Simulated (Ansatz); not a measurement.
Relaxation of AlCl3H2N (7 atoms, charge 0, multiplicity 2), to a largest force component of 0.03 eV/Å in at most 50 steps.

These are results of UKS LDA/6-31G* in Ansatz, not measurements.

```xyz
7
Properties=species:S:1:pos:R:3
Al -0.063 0.015 -0.101
Cl -0.362 0.221 2.050
Cl 1.860 -0.061 -0.871
Cl -1.714 -0.093 -1.347
N -0.266 0.221 4.975
H -0.191 -0.819 5.075
H 0.735 0.516 5.060
```

**Question.** Where does it end, and by what steps?

**Answer.** It converged. After 9 steps the energy has fallen by 0.117 eV; Cl3 moved furthest, 0.58 Å.

| step | energy less start (eV) | largest force component (eV/Å) | accepted |
| --- | --- | --- | --- |
| 0 | 0.0000 | 1.446 | yes |
| 1 | -0.0879 | 0.498 | yes |
| 2 | -0.0438 | 1.550 | no |
| 3 | -0.0927 | 0.736 | yes |
| 4 | -0.1081 | 0.129 | yes |
| 5 | -0.1118 | 0.078 | yes |
| 6 | -0.1127 | 0.072 | yes |
| 7 | -0.1139 | 0.257 | yes |
| 8 | -0.1142 | 0.103 | yes |
| 9 | -0.1170 | 0.006 | yes |

```xyz
7
Properties=species:S:1:pos:R:3
Al -0.157 0.054 0.185
Cl -0.707 0.427 2.154
Cl 1.850 -0.150 -0.297
Cl -1.598 -0.142 -1.293
N -0.160 0.176 4.760
H -0.054 -0.862 4.695
H 0.826 0.499 4.636
```

Whether the end is a true minimum wasn't checked by a vibrational analysis.

The run took 11 s on 4 threads of Arm Neoverse V1, with other jobs on the host, peak memory 0.16 GiB.
